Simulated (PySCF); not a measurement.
# SrI₂: calculation against measurement

Isolated SrI₂, optimised in PySCF with density fitting and no spin–orbit coupling; def2 sets carry scalar-relativistic core potentials from Rb on. It is a singlet of D∞h symmetry: PBE0/def2-TZVP Sr–I 2.990 Å (×2).

Counting electrons, strontium keeps none of its valence electrons outside its bonds, so the VSEPR class is AX2 and the expected shape is linear (D∞h), as computed.

Question: The tabulated gas-phase entropy at 298.15 K and 1 bar is 339.55 J/(mol K) (Chase, 1998, NIST Chemistry WebBook). What do rigid-rotor harmonic-oscillator sums give?

Answer: PBE0/def2-TZVP 353.5 J/(mol K). Tables of this kind often rest on estimated structures and frequencies for high-temperature species, so a gap need not be the fault of the calculation.

Question: ΔfH°(298 K) is -274.89 kJ/mol (Chase, 1998, NIST Chemistry WebBook), and for the gaseous atoms Sr 164.0, I 106.8 kJ/mol (tabulated in the package mendeleev). Compare the atomisation enthalpy with the calculations.

Answer: From the tables it is 164.0 + 2 × 106.8 − (-274.9) = 652 kJ/mol. To a computed De one adds −ZPE (-2.1), the atoms' spin–orbit lowering from NIST levels (-60.6) and the thermal terms (1.8), all taken at PBE0/def2-TZVP.
```tsv
level	De (kJ/mol)	ΔatH°(298 K)	computed − tabulated
PBE0/def2-TZVP	679	618	-35
```

The softest mode, 13 cm⁻¹, is close to the numerical noise.
